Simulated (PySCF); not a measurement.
H4MoN2O2, SMILES [NH]=[Mo](=[NH])([OH])[OH], multiplicity 1.

Coordinates come from a B3LYP-D3(BJ)/def2-SVP optimisation. The spin state was assumed, not searched. The def2 effective core potentials stand for the cores of Mo; spin–orbit coupling is left out. Other conformers were not sampled.

Method: PBE/def2-TZVP (PySCF).

Symmetry labels are those of the subgroup C2 that the program uses (full group C2).

Computed valence orbital energies around the gap with their symmetry:
```tsv
orbital	symmetry	energy (eV)
HOMO−7	A	-9.15
HOMO−6	A	-8.90
HOMO−5	B	-8.78
HOMO−4	B	-7.60
HOMO−3	A	-7.39
HOMO−2	A	-6.97
HOMO−1	B	-6.67
HOMO	B	-6.34
LUMO	A	-2.09
LUMO+1	A	-1.95
LUMO+2	A	-1.25
LUMO+3	B	-1.06
```
